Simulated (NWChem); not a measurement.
CH$_{4}$AlFS; SMILES [CH3][Al]([F])[SH]

```xyz
8

Al    -0.0530     0.4026    -0.1008
F     -1.5664     1.0323    -0.4044
C      1.4816     1.5830    -0.0222
H      1.5944     2.1244    -0.9761
H      2.4264     1.0580     0.1846
H      1.3361     2.3444     0.7619
S     -0.0243    -1.7600     0.1760
H      1.3124    -1.7897     0.3778
```
Atoms are numbered in this order, from 1.

Level: PBE0/def2-SVP (NWChem), optimised geometry, unscaled harmonic frequencies. 

### Question
List the harmonic frequencies with IR intensities, and the thermochemistry.

### Answer
```
frequency (cm⁻¹)  IR intensity (km/mol)
----------------  ---------------------
46                                  0.0
151                                 5.0
200                                17.4
209                                37.2
263                                 3.4
450                                16.5
616                                 8.1
649                                53.8
694                                16.1
703                               152.5
884                               130.4
1216                               27.4
1420                                3.6
1421                                2.6
2713                                0.7
3053                                0.6
3151                                0.6
3169                                1.9
```

- zero-point energy = 30.0 kcal/mol
- thermal correction to the enthalpy at 298.15 K (with zero-point energy) = 34.8 kcal/mol
- heat capacity Cv = 21.1 cal/(mol K)
- entropy at 298.15 K and 1 atm (symmetry number 1) = 82.1 cal/(mol K)
- dipole moment = 2.84 D

Rigid rotor and harmonic oscillator; modes under 100 cm⁻¹ make the entropy uncertain.
